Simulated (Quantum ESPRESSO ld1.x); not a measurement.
Results of a calculation; reference values are marked as such.
Input (ld1.x (Quantum ESPRESSO 7.5)):

```
 &input
    atom='Al',
    iswitch=1,
    rel=0,
    dft='PW91',
    config='[Ne] 3s1',
    prefix='ld1',
    max_out_wfc=37,
    file_charge='ld1.rho',
 /
```

Command: `OMP_NUM_THREADS=1 ld1.x < ld1.in > ld1.out`

Output (excerpt):

```
     Program LD1 v.7.5 starts

     --------------------------- All-electron run ----------------------------

     atomic number is 13.00
     dft =PW91   lsd =0 sic =0 latt =0  beta=0.20 tr2=1.0E-14
     Exchange-correlation= PW91
                           (   1   4   2   2   0   0   0)
     mesh =1773 r(mesh) = 100.58978 a.u. xmin = -7.00 dx = 0.00800
     1 Ry =  13.60569312 eV

     n l     nl                  e(Ry)          e(Ha)          e(eV)
     1 0     1S 1( 2.00)      -112.4216       -56.2108     -1529.5739
     2 0     2S 1( 2.00)        -9.4368        -4.7184      -128.3941
     2 1     2P 1( 6.00)        -6.6492        -3.3246       -90.4675
     3 0     3S 1( 1.00)        -1.7450        -0.8725       -23.7423

     final scf error:  8.3E-15 reached in  18 iterations

     Etot =    -482.844618 Ry,    -241.422309 Ha,   -6569.435694 eV

     Ekin =     482.106470 Ry,     241.053235 Ha,    6559.392677 eV
     Encl =   -1136.792411 Ry,    -568.396205 Ha,  -15466.848685 eV
     Eh   =     207.952345 Ry,     103.976172 Ha,    2829.335786 eV
     Exc  =     -36.111021 Ry,     -18.055511 Ha,    -491.315472 eV

     normalization and overlap integrals

     s(1S/1S) =  1.000000  <r> =   0.1205  <r2> =    0.0196  r(max) =   0.0788
     s(2S/2S) =  1.000000  <r> =   0.6266  <r2> =    0.4705  r(max) =   0.4961
     s(2P/2P) =  1.000000  <r> =   0.6009  <r2> =    0.4581  r(max) =   0.4296
     s(3S/3S) =  1.000000  <r> =   2.2095  <r2> =    5.5966  r(max) =   1.9176

     ------------------------ End of All-electron run ------------------------
```

Run on one thread of a shared host, so times are rough (Intel(R) Xeon(R) Processor @ 2.60GHz): 0.31 s of CPU time, 1.2 s wall, 18 iterations on 1773 mesh points.
